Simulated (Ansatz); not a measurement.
NbOCl2, SMILES [O]=[Nb]([Cl])[Cl] (connectivity only; charge and spin as stated), neutral, multiplicity 2.

The structure is a stationary point at B3LYP-D3(BJ)/def2-SVP. The multiplicity is an assumed one; other spin states were not compared. The isomer is the one that the SMILES or the coordinates give; other isomers of the formula were not compared. The def2 effective core potentials stand for the cores of Nb; spin–orbit coupling is left out.

Two levels are set side by side: PBE/def2-SVPD (Ansatz, an electronic-structure program) and CAM-B3LYP/def2-SVPD (Ansatz). Energy differences of separate SCF runs at the same geometry; the states with an electron removed or added have multiplicity 1 and 3. Differences are taken from unrounded values.

```json
[
 {"quantity": "vertical ionisation energy (eV)", "CAM-B3LYP": "9.46", "PBE": "8.85", "PBE minus CAM-B3LYP": "-0.62"},
 {"quantity": "vertical electron affinity (eV)", "CAM-B3LYP": "2.05", "PBE": "1.78", "PBE minus CAM-B3LYP": "-0.27"}
]
```
